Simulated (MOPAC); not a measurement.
Job for MOPAC: AM1 on ClH2NPb (SMILES [NH2][Pb][Cl]), a point of a torsion scan.

```
AM1 1SCF PRECISE CHARGE=0 THREADS=1
ClH2NPb

N     -0.91469402 1    -0.06581347 1    -0.14264129 1
Pb     1.01943848 1    -0.79380227 1    -0.72891007 1
Cl     1.44963087 1    -2.11288525 1     1.35786287 1
H     -1.22793926 1     0.88485050 1    -0.03397372 1
H     -1.37486998 1    -0.57196921 1     0.60088520 1
```

The log:

```
*******************************************************************************
 **                                                                           **
 **                              MOPAC v23.2.5                                **
 **                                                                           **
 *******************************************************************************
 ** MOPAC's Digital Object Identifier: https://doi.org/10.5281/zenodo.6511958 **
 **                                                                           **
 ** Please cite the open-source release paper for use of this MOPAC version:  **
 ** J. E. Moussa and J. J. P. Stewart (2026)                                  **
 ** MOPAC: An open-source semiempirical molecular orbital program             **
 ** J. Open Source Softw., 11(119), 8025, https://doi.org/10.21105/joss.08025 **
 *******************************************************************************

                              AM1 CALCULATION RESULTS

 *******************************************************************************
 *  AM1        - The AM1 Hamiltonian to be used
 *
 *
 *
 *                 CHARGE ON SYSTEM = 0
 *
 *
 *
 *  PRECISE    - TIGHTER CRITERIA TO BE USED
 *  1SCF       - DO 1 SCF AND THEN STOP
 *  THREADS=1  - MULTI-THREADING NOT USED
 *  T=         - A TIME OF 172800.0 SECONDS REQUESTED
 *  DUMP=N     - RESTART FILE WRITTEN EVERY 7200.0 SECONDS REQUESTED
 *******************************************************************************
AM1 1SCF PRECISE CHARGE=0 THREADS=1
 ClH2NPb

   ATOM   CHEMICAL          X               Y               Z
  NUMBER   SYMBOL      (ANGSTROMS)     (ANGSTROMS)     (ANGSTROMS)

     1       N         -0.91469402  *  -0.06581347  *  -0.14264129  *
     2      Pb          1.01943848  *  -0.79380227  *  -0.72891007  *
     3      Cl          1.44963087  *  -2.11288525  *   1.35786287  *
     4       H         -1.22793926  *   0.88485050  *  -0.03397372  *
     5       H         -1.37486998  *  -0.57196921  *   0.60088520  *



          CARTESIAN COORDINATES

    NO.       ATOM           X           Y           Z

     1         N         -0.9147     -0.0658     -0.1426
     2        Pb          1.0194     -0.7938     -0.7289
     3        Cl          1.4496     -2.1129      1.3579
     4         H         -1.2279      0.8849     -0.0340
     5         H         -1.3749     -0.5720      0.6009

  H: (AM1): M.J.S. DEWAR ET AL, J. AM. CHEM. SOC. 107 3902-3909 (1985)
  N: (AM1): M.J.S. DEWAR ET AL, J. AM. CHEM. SOC. 107 3902-3909 (1985)
 Cl: (AM1): M.J.S. DEWAR AND E. G. ZOEBISCH, THEOCHEM, 180, 1 (1988).
 Pb: (AM1): J. J. P. STEWART, J. MOL. MOD., 10, 155-164 (2004)

           Empirical Formula: H2 N Pb Cl  =     5 atoms



      MOLECULAR POINT GROUP   :   C1


      RHF CALCULATION, NO. OF DOUBLY OCCUPIED LEVELS = 9


 -------------------------------------------------------------------------------
 AM1 1SCF PRECISE CHARGE=0 THREADS=1
 ClH2NPb



     1SCF WAS SPECIFIED, SO BFGS WAS NOT USED
     SCF FIELD WAS ACHIEVED


                              AM1 CALCULATION
                                                       MOPAC v23.2.5 Linux




          FINAL HEAT OF FORMATION =        -12.33532 KCAL/MOL =     -51.61099 KJ/MOL


          COSMO AREA              =        112.94 SQUARE ANGSTROMS
          COSMO VOLUME            =        100.21 CUBIC ANGSTROMS

          IONIZATION POTENTIAL    =          9.357895 EV
          HOMO LUMO ENERGIES (EV) =         -9.358 -1.561
          NO. OF FILLED LEVELS    =          9
          MOLECULAR WEIGHT        =        258.6755         POINT GROUP:  C1

          MOLECULAR DIMENSIONS (Angstroms)

            Atom       Atom       Distance
            H     4   Cl     3     4.25359
            H     5   Pb     2     2.45791
           Pb     2    H     4     0.62109


          SCF CALCULATIONS        =          1





   ATOM   CHEMICAL          X               Y               Z
  NUMBER   SYMBOL      (ANGSTROMS)     (ANGSTROMS)     (ANGSTROMS)

     1       N         -0.91469402  *  -0.06581347  *  -0.14264129  *
     2      Pb          1.01943848  *  -0.79380227  *  -0.72891007  *
     3      Cl          1.44963087  *  -2.11288525  *   1.35786287  *
     4       H         -1.22793926  *   0.88485050  *  -0.03397372  *
     5       H         -1.37486998  *  -0.57196921  *   0.60088520  *

                             CARTESIAN COORDINATES

   1    N       -0.914694020    -0.065813470    -0.142641290
   2   Pb        1.019438480    -0.793802270    -0.728910070
   3   Cl        1.449630870    -2.112885250     1.357862870
   4    H       -1.227939260     0.884850500    -0.033973720
   5    H       -1.374869980    -0.571969210     0.600885200


           Empirical Formula: H2 N Pb Cl  =     5 atoms



      MOLECULAR POINT GROUP   :   C1


                  EIGENVALUES
 -34.88869 -31.08681 -18.56473 -15.28161 -12.58109 -11.35513 -11.22515 -10.46090
  -9.35790  -1.56098  -0.83893  -0.00772   5.74157   6.39737


              NET ATOMIC CHARGES AND DIPOLE CONTRIBUTIONS

  ATOM NO.   TYPE          CHARGE      No. of ELECS.   s-Pop       p-Pop
    1          N          -0.678984        5.6790     1.59686     4.08212
    2         Pb           0.880171        3.1198     1.91626     1.20357
    3         Cl          -0.473712        7.4737     1.97572     5.49799
    4          H           0.139262        0.8607     0.86074
    5          H           0.133263        0.8667     0.86674
 DIPOLE           X         Y         Z       TOTAL
 POINT-CHG.     2.293     1.892    -5.344     6.115
 HYBRID        -1.953     0.299     2.202     2.958
 SUM            0.341     2.191    -3.142     3.846


          ATOMIC ORBITAL ELECTRON POPULATIONS

     Atom    s        px        py        pz
    1  N   1.59686   1.48315   1.13953   1.45944
    2 Pb   1.91626   0.36656   0.30649   0.53052
    3 Cl   1.97572   1.91914   1.85440   1.72445
    4  H   0.86074
    5  H   0.86674

 **********************
 *                    *
 * JOB ENDED NORMALLY *
 *                    *
 **********************




 == MOPAC DONE ==
```

The run finished.

Cost: about 0.020 core-seconds (a rough figure).
